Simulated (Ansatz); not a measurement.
NbO3H. The state is a singlet with charge 0. Geometry relaxed at B3LYP-D4/def2-TZVP.

```tsv
atom	x (Å)	y (Å)	z (Å)
Nb1	-0.376	-0.084	-0.624
O2	-0.684	-1.740	-0.252
O3	-1.833	0.810	-0.391
O4	1.131	0.678	0.314
H5	1.762	0.337	0.952
```

In the def2 sets Nb takes a core potential; there is no spin–orbit coupling. The structure comes from a short search, and lower isomers may exist.

(1) Estimate the harmonic wavenumbers at RKS B3LYP-D4/def2-TZVP (Ansatz, unscaled). Is this a minimum?

Answers

(1) 161, 219, 287, 357, 527, 699, 956, 998, 3873 cm⁻¹. Yes, no mode is imaginary beyond noise. Zero-point energy 48.3 kJ/mol. Run time 45 s (2 threads of Arm Neoverse V2 on a shared host).
